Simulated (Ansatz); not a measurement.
`C[N](C)[Zr]([F])([F])[F]` and `C[N](C)[Zr]([F])([F])[NH]C(C)(C)C` differ in one atom or group.

Ansatz, PBE0-D4/def2-TZVP geometries, multiplicity 1. Each molecule was computed in one conformer, which needn't be the lowest.

Elements past krypton have def2 core potentials.

```json
{"property": "LUMO energy (PBE/def2-TZVPP) / eV", "`C[N](C)[Zr]([F])([F])[F]`": "-1.78"}
{"property": "HOMO energy (PBE0/def2-TZVPP) / eV", "`C[N](C)[Zr]([F])([F])[F]`": "-7.07"}
{"property": "LUMO energy (ωB97M-V/def2-TZVPP) / eV", "`C[N](C)[Zr]([F])([F])[F]`": "0.62"}
{"property": "HOMO–LUMO gap (B3LYP/def2-TZVPP) / eV", "`C[N](C)[Zr]([F])([F])[F]`": "5.76"}
{"property": "size of the dipole moment (ωB97M-V/def2-TZVPP) / D", "`C[N](C)[Zr]([F])([F])[F]`": "2.72"}
{"property": "HOMO energy (PBE/def2-TZVPP) / eV", "`C[N](C)[Zr]([F])([F])[F]`": "-5.77"}
```

Task: Give the same properties after the change, and the shifts. (An estimate is asked.)

Result: Ansatz gave: 
| property | `C[N](C)[Zr]([F])([F])[NH]C(C)(C)C` | shift |
| --- | --- | --- |
| LUMO energy (PBE/def2-TZVPP) / eV | -1.25 | 0.53 |
| HOMO energy (PBE0/def2-TZVPP) / eV | -6.50 | 0.57 |
| LUMO energy (ωB97M-V/def2-TZVPP) / eV | 0.96 | 0.34 |
| HOMO–LUMO gap (B3LYP/def2-TZVPP) / eV | 5.70 | -0.06 |
| size of the dipole moment (ωB97M-V/def2-TZVPP) / D | 2.92 | 0.20 |
| HOMO energy (PBE/def2-TZVPP) / eV | -5.22 | 0.55 |

With PBE0 the HOMO rises by 0.57 eV and the LUMO rises by 0.50 eV, so the gap narrows by about 0.07 eV. PBE moves the HOMO by 0.55 eV and ωB97M-V by 0.55 eV. Dipoles are sizes alone; their direction can turn.

B3LYP here is the variant with VWN-RPA as its local correlation; programs differ in this.
